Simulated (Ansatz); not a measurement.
`C[O][Ti]1234([OH])([N](C)C)[C@H]5[C@@H]1[C@@H]2[C@@H]3[C@H]54` and `C[O][Ti]1234([Cl])([N](C)C)[C@H]5[C@@H]1[C@@H]2[C@@H]3[C@H]54` differ in one atom or group.

Ansatz, PBE0-D4/def2-TZVP geometries, multiplicity 1. Each molecule was computed in one conformer, which needn't be the lowest.

Scalar relativity is left out up to krypton.

```tsv
property	`C[O][Ti]1234([OH])([N](C)C)[C@H]5[C@@H]1[C@@H]2[C@@H]3[C@H]54`
HOMO–LUMO gap (PBE0/def2-TZVPP) / eV	4.95
size of the dipole moment (PBE/def2-TZVPP) / D	2.00
size of the dipole moment (ωB97M-V/def2-TZVPP) / D	1.69
LUMO energy (PBE0/def2-TZVPP) / eV	-1.14
HOMO–LUMO gap (B3LYP/def2-TZVPP) / eV	4.49
HOMO–LUMO gap (ωB97M-V/def2-TZVPP) / eV	9.24
```

Task: What does the change do to each property? (Best estimate.)

Result: The calculation gave: 
| property | `C[O][Ti]1234([Cl])([N](C)C)[C@H]5[C@@H]1[C@@H]2[C@@H]3[C@H]54` | shift |
| --- | --- | --- |
| HOMO–LUMO gap (PBE0/def2-TZVPP) / eV | 4.90 | -0.05 |
| size of the dipole moment (PBE/def2-TZVPP) / D | 3.74 | 1.74 |
| size of the dipole moment (ωB97M-V/def2-TZVPP) / D | 3.89 | 2.20 |
| LUMO energy (PBE0/def2-TZVPP) / eV | -1.29 | -0.15 |
| HOMO–LUMO gap (B3LYP/def2-TZVPP) / eV | 4.45 | -0.04 |
| HOMO–LUMO gap (ωB97M-V/def2-TZVPP) / eV | 9.12 | -0.12 |

With PBE0 the HOMO falls by 0.10 eV and the LUMO falls by 0.15 eV, so the gap narrows by about 0.05 eV. PBE moves the HOMO by -0.09 eV and ωB97M-V by -0.06 eV. Dipoles are sizes alone; their direction can turn.

B3LYP here is the variant with VWN-RPA as its local correlation; programs differ in this.

Positive LUMOs are unbound, so they and the gaps depend on the basis.
